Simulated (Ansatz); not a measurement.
System: B2, charge 0, triplet. B2 (SMILES [B][B], triplet).
B3LYP-D3(BJ)/def2-TZVP minimum from Ansatz (a first-principles code):
```
B
B 1 1.5680
```
Charge 0, spin multiplicity 3.

Total energies in cc-pVQZ, 6 correlated electrons, 2 frozen orbitals. UHF or UKS for unpaired electrons; spin-orbit terms are left out. Correlated methods leave the cores frozen. No relativity. The UHF reference of B2 ([B][B], triplet) is spin-contaminated (<S^2> up to 0.91 over the pure value in the sets run).

```csv
method,program,energy (Eh),minus CCSDT(Q) (mEh)
HF,Ansatz,-49.15383,153.41
MP2,Ansatz,-49.25810,49.14
CCSD,Ansatz,-49.28813,19.11
CCSD(T),Ansatz,-49.29855,8.69
CCSDT(Q),Ansatz,-49.30724,0.00
```

Rough core times of Ansatz's runs on a shared machine: CCSD(T) 5 min, CCSDT(Q) 20 min.
